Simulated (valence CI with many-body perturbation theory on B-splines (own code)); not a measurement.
# Forbidden lines of Ni14+

Level of theory: valence CI with perturbative core correlation (CI+MBPT): four valence electrons over a frozen Dirac-Fock core [Ne], a basis of 11 s, 11 p, 10 d, 8 f, 5 g, 2 h functions for each j, with the one-electron correlation potential Σ1, the two-electron term Σ2, the three-electron term Σ3, Breit, model QED; selected CI, second order for the rest, scaled by the run's own slope (own B-spline code, finite nucleus).

No measured levels were compared; by estimate levels of excited configurations hold to 0.05 to 0.15 % of their energy, terms of the ground configuration to about 0.5 %. Among the levels kept, up to 810 cm⁻¹ of a level comes from second order outside the variational space, and about a tenth of that is noise between levels of different J, which matters for small intervals.

Lines 1 to 12 of 12 in falling wavelength, among levels below 171.15 eV, chosen from the decays that carry over 1 % of a level's rate. Wavelengths and rates use the calculated energies, so an error of 200 cm⁻¹ moves a line at 280.9 nm by 0.56 % and its rate by three times that or more. Electric multipoles are in the length gauge with retardation, E1 and E2 with the static RPA response of the core. M1 uses the operator L + gS. Weak lines are less certain than strong ones. Lines between different terms over intervals too small for the method are left out, as are lines whose strength nearly cancels. Branching is blank where the lifetime is uncertain.

```
λ vac (nm)            Upper            Lower  Type   A (s⁻¹)  Branch %
     800.3     3s2 3p2 3P_2     3s2 3p2 3P_1    M1  2.26e+01      99.9
     670.7     3s2 3p2 3P_1     3s2 3p2 3P_0    M1  5.67e+01     100.0
     649.7  3s2 3p 3d 3F°_4  3s2 3p 3d 3F°_3    M1  7.31e+01          
     280.9     3s2 3p2 1D_2     3s2 3p2 3P_2    M1  2.29e+02      50.9
     207.9     3s2 3p2 1D_2     3s2 3p2 3P_1    M1  2.21e+02      49.0
     103.0     3s2 3p2 1S_0     3s2 3p2 3P_1    M1  2.65e+03      99.3
     75.89  3s2 3p 3d 3F°_4     3s 3p3 3P°_2    E2  1.99e+01          
     56.27  3s2 3p 3d 3F°_4     3s 3p3 3D°_3    M1  2.32e+01          
     56.27  3s2 3p 3d 3F°_4     3s 3p3 3D°_3    E2  7.10e+00          
     54.70  3s2 3p 3d 3F°_4     3s 3p3 3D°_2    E2  1.87e+01          
     37.87  3s2 3p 3d 3F°_4     3s 3p3 5S°_2    E2  8.80e+00          
     21.95  3s2 3p 3d 3F°_4     3s2 3p2 1D_2    M2  6.09e+01
```
